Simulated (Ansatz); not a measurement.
Computed with Ansatz.

A structure relaxed at PBE0-D4/def2-TZVP, charge 0, multiplicity 1:

Cartesian coordinates in Å:
```
F 1.216 -0.490 -2.330
C 0.842 -0.736 -1.104
C 0.409 -1.575 -0.243
C 0.643 -0.095 0.197
Ge -0.869 1.098 0.569
H 0.070 -2.536 0.096
H 1.530 0.105 0.807
H -2.021 0.738 -0.387
H -0.478 2.574 0.370
H -1.343 0.917 2.024
```

(1) Give its formula and SMILES.

(2) Summarise the bond lengths by kind.

Results:

(1) C3H5FGe, `FC1=C[CH]1[GeH3]`.

(2) 1 × C–F 1.305 Å; 3 × C–C 1.278 to 1.562 Å; 2 × C–H 1.074 to 1.094 Å; 1 × C–Ge 1.962 Å; 3 × Ge–H 1.539 to 1.540 Å.
